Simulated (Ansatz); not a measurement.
`[CH3][GeH]([Cl])[C]#N` + H₂ → `[CH3][GeH2][Cl]` + `C#N` at 500 K and 1 bar (hydrogenolysis of a Ge–C bond).

Program: Ansatz. Geometries: PBE0-D4/def2-TZVP. ΔE: electronic, gas phase. CBS: MP2 limit from def2 TZ/QZ plus the TZ coupled-cluster correction, frozen cores. This one scheme is used for every species. For Ge outer-core shells are correlated without core-valence functions, which leaves a few kJ/mol of doubt a bond. Scalar relativity is left out up to krypton.

```json
{"species": "`[CH3][GeH]([Cl])[C]#N`", "CCSD(T)/CBS energy (Eh)": "-2669.14278", "H − E (kJ/mol)": "189.4", "S (J/(mol·K))": "422.9"}
{"species": "H₂", "CCSD(T)/CBS energy (Eh)": "-1.17544", "H − E (kJ/mol)": "41.0", "S (J/(mol·K))": "145.5"}
{"species": "`[CH3][GeH2][Cl]`", "CCSD(T)/CBS energy (Eh)": "-2576.99593", "H − E (kJ/mol)": "176.8", "S (J/(mol·K))": "361.6"}
{"species": "`C#N`", "CCSD(T)/CBS energy (Eh)": "-93.32098", "H − E (kJ/mol)": "60.1", "S (J/(mol·K))": "220.8"}
```

H − E and S are ideal-gas, rigid-rotor, harmonic terms from PBE0-D4/def2-TZVP, for one conformer and one mirror image of each species. For small species the MP2-based limit differs from directly extrapolated CCSD(T) by up to some mEh (0.8 for H₂); such offsets cancel only in part. 1 Eh = 2625.50 kJ/mol, R = 8.31446 J/(mol·K).

Task: By hand: ΔE, ΔH, ΔS and ΔG.

Result: ΔE = (-2576.99593) + (-93.32098) − (-2669.14278) − (-1.17544) = 0.00131 Eh = 3.4 kJ/mol. Δ(H − E) = 176.8 + 60.1 − 189.4 − 41.0 = 6.5, so ΔH = 9.9 kJ/mol. ΔS = 361.6 + 220.8 − 422.9 − 145.5 = 14.0 J/(mol·K). ΔG = 9.9 − 500 × (14.0)/1000 = 2.9 kJ/mol.

Task: By hand: the equilibrium constant, and the temperature at which ΔG would vanish if ΔH and ΔS stayed fixed.

Result: log₁₀ K = −ΔG/(RT ln 10) = -0.3. ΔG = 0 at ΔH/ΔS = 707 K, though so small a ΔH makes that figure unsure.

TΔS isn't small against ΔH here. The sign of ΔG lies within the doubt. A doubt of 5 kJ/mol in ΔE shifts log₁₀ K by 0.5 here. Other conformers and mirror images would add mixing entropy, several J/(mol·K) or more a flexible species. These are equilibria of isolated gas molecules and say nothing of rates. Largest T1 diagnostic: 0.014 (customary marks: 0.02 for closed shells, 0.045 for open ones).
